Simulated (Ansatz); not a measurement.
The same path of C₂H₁₀N₂Si (15 atoms, charge 0, multiplicity 1) was run 3 times with different band settings. Lost on the way: C2–H8. Made: N1–H8.

These are results of RKS BHLYP/cc-pVDZ in Ansatz 0.2.0, not measurements.

Relaxed end points:

```xyz
15
Properties=species:S:1:pos:R:3
N -1.219 0.165 1.574
C 0.149 -0.232 1.306
C 0.534 -0.390 -0.170
N -0.354 -1.380 -0.779
Si 0.426 1.233 -1.160
H -1.362 1.132 1.314
H -1.829 -0.373 0.969
H 0.322 -1.198 1.801
H 0.828 0.477 1.791
H 1.598 -0.690 -0.196
H -0.215 -2.284 -0.340
H -0.137 -1.513 -1.758
H 1.396 2.220 -0.609
H 0.780 0.954 -2.581
H -0.937 1.827 -1.132
```

```xyz
15
Properties=species:S:1:pos:R:3
N -0.999 -0.074 1.443
C 0.495 -0.375 1.268
C 0.691 -0.421 -0.242
N -0.249 -1.433 -0.753
Si 0.440 1.252 -1.145
H -1.346 0.872 1.249
H -1.431 -0.694 0.748
H -1.309 -0.348 2.365
H 1.027 0.478 1.712
H 1.745 -0.691 -0.408
H 0.007 -2.325 -0.339
H -0.190 -1.539 -1.757
H 1.611 2.127 -0.864
H 0.261 1.170 -2.628
H -0.776 1.952 -0.620
```

Common settings: spring 5.0 eV/Å²; optimiser quadratic models (default); start path through a guess of the saddle point; force threshold 0.05 eV/Å; end points relaxed.

| run | movable images | climbing image | iteration limit |
| --- | --- | --- | --- |
| 1 | 9 | yes | 36 |
| 2 | 2 | no | 60 |
| 3 | 2 | yes | 60 |

(1) What does each run give, and how far can it be trusted?

## Answers

(1) Run 1: converged after 9 iterations, highest image 3.613 eV above the first end. Neighbouring images differ by up to 1.6 eV, so the band resolves the path poorly. A vibrational analysis at the climbing image gives one clearly imaginary mode, 1641i cm⁻¹: a first-order saddle point.
Run 2: converged after 11 iterations, highest image 2.695 eV above the first end. Neighbouring images differ by up to 2.7 eV, so the band resolves the path poorly. No image climbed, so the highest image needn't sit at the top of the path. So few images can step over the top or miss a turn of the path.
Run 3: converged after 17 iterations, highest image 3.612 eV above the first end. Neighbouring images differ by up to 3.1 eV, so the band resolves the path poorly. Another band between the same ends (9 images) ends at a top of the same energy, where a vibrational analysis finds 1 clearly imaginary mode. So few images can step over the top or miss a turn of the path.
The orbitals stay closed-shell, which can raise the energy where a bond breaks towards radicals; this wasn't checked here.
